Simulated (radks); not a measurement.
The numbers below are computed, except where a source is named.
Q: Re2.5+, 72.5 electrons, occupied as [Kr] 4d10 4f14 5s2 5p5.5 5d5 (fractional occupations, a model configuration). Level of theory: Dirac Kohn-Sham, PBE, spin-unpolarised, spherical densities, point nucleus; open shells are shared between the two j in proportion to 2j + 1 (a radial shooting solver on a logarithmic mesh with Libxc functionals). Some entries of the table are withheld. Estimate them.

orbital     occ.  eigenvalue (eV)  <r^2> (bohr^2)
1s1/2          2        -71588.46       0.0004477
2s1/2          2        -12423.44        0.006816
2p1/2          2        -11886.96        0.004859
2p3/2          4        -10447.06        0.006057
3s1/2          2        -2894.945         0.04446
3p1/2          2        -2655.833         0.04075
3p3/2          4        -2343.130         0.04730
3d3/2          4        -1942.252         0.03659
3d5/2          6        -1874.386         0.03839
4s1/2          2        -623.6347          0.2192
4p1/2          2              (1)          0.2256
4p3/2          4              (2)          0.2604
4d3/2          4        -287.4638          0.2821
4d5/2          6        -273.9866          0.2951
5s1/2          2        -109.2061           1.199
5p1/2    1.83333              (3)           1.444
4f5/2          6              (4)             (5)
5p3/2    3.66667              (6)           1.705
4f7/2          8              (7)             (8)
5d3/2          2              (9)           3.285
5d5/2          3             (10)           3.481

A: 
(1) 4p1/2 eigenvalue (eV): -523.9239
(2) 4p3/2 eigenvalue (eV): -450.9812
(3) 5p1/2 eigenvalue (eV): -78.9407
(4) 4f5/2 eigenvalue (eV): -68.1666
(5) 4f5/2 <r^2> (bohr^2): 0.4101
(6) 5p3/2 eigenvalue (eV): -67.7892
(7) 4f7/2 eigenvalue (eV): -65.6496
(8) 4f7/2 <r^2> (bohr^2): 0.4230
(9) 5d3/2 eigenvalue (eV): -28.3258
(10) 5d5/2 eigenvalue (eV): -27.2495
